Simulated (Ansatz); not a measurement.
Consider the silylene formation by 1,1-elimination: `[NH2][SnH]([OH])[SiH2]F` → `[NH2][SnH]([OH])[F]` + `[SiH2]`.

Gas-phase electronic energies from Ansatz, PBE0-D4/def2-TZVP geometries. CBS: MP2 limit from def2 TZ/QZ plus the TZ coupled-cluster correction, frozen cores. This one scheme is used for every species. DFT in def2-TZVPP. B3LYP here is the variant with VWN-RPA as its local correlation; programs differ in this. def2 core potentials past Kr. For Sn outer-core shells are correlated without core-valence functions, which leaves a few kJ/mol of doubt a bond. Each species was taken in one conformer, which may not be the lowest.

```json
{"level": "PBE0-D4", "ΔE (kJ/mol)": "319.9", "difference from CCSD(T)/CBS": "14.7"}
{"level": "B3LYP-D4", "ΔE (kJ/mol)": "303.0", "difference from CCSD(T)/CBS": "-2.2"}
{"level": "B2PLYP", "ΔE (kJ/mol)": "300.4", "difference from CCSD(T)/CBS": "-4.8"}
{"level": "r2SCAN", "ΔE (kJ/mol)": "322.0", "difference from CCSD(T)/CBS": "16.8"}
{"level": "PBE0", "ΔE (kJ/mol)": "313.2", "difference from CCSD(T)/CBS": "8.0"}
{"level": "HF/def2-TZVPP", "ΔE (kJ/mol)": "285.3", "difference from CCSD(T)/CBS": "-19.9"}
{"level": "SCS-MP2/def2-TZVPP", "ΔE (kJ/mol)": "305.0", "difference from CCSD(T)/CBS": "-0.2"}
{"level": "HF/def2-QZVPP", "ΔE (kJ/mol)": "284.8", "difference from CCSD(T)/CBS": "-20.4"}
{"level": "MP2/CBS(def2)", "ΔE (kJ/mol)": "325.4", "difference from CCSD(T)/CBS": "20.2"}
{"level": "CCSD/CBS(def2)", "ΔE (kJ/mol)": "302.2", "difference from CCSD(T)/CBS": "-3.0"}
{"level": "CCSD(T)/CBS", "ΔE (kJ/mol)": "305.2", "difference from CCSD(T)/CBS": "0"}
```

Largest T1 diagnostic among the species: 0.014.

In def2-TZVPP, CCSD(T) changes the Hartree–Fock value by +13.2 kJ/mol (the triples alone add +3.0 kJ/mol) and MP2 by +33.5 kJ/mol. From PBE to PBE0 (25 % exact exchange), in def2-TZVPP and without D4, ΔE moves by +10.6 kJ/mol.
